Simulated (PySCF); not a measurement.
Molecule: `CS/C(C)=C/C(C)=O`, C₆H₁₀OS.

Mapped SMILES: `[CH3:1][S:2]/[C:3]([CH3:4])=[CH:5]/[C:6]([CH3:7])=[O:8]` (H(Xn): hydrogen on atom n).

Geometry PBE0-D3(BJ)/def2-SVP throughout; GIAO in PySCF 2.14, gas phase, one conformer, non-relativistic; equivalent atoms averaged; functional PBE0.

For orientation, def2-SVP gives these absolute shieldings σ: C6 7.0, C4 169.6, C1 176.5, S2 518.0, O8 -256.1, H(C5) 26.06, H(C7) 29.41, H(C4) 29.09, H(C1) 29.47 ppm.

A run gave: C6 -13.4, C4 163.7, C1 173.5, S2 511.3, O8 -377.7, H(C5) 27.43, H(C7) 30.32, H(C4) 30.30, H(C1) 30.76 ppm (absolute shieldings σ).

Q: Which basis set was used in that run?
A. pcSseg-1
B. 6-31G*
C. pcSseg-0
D. 6-31G
E. aug-cc-pVDZ

A: C. O8 tells them apart best: pcSseg-0 gives -377.7, aug-cc-pVDZ gives -233.2, pcSseg-1 gives -300.8, 6-31G* gives -241.3, 6-31G gives -285.8 ppm.
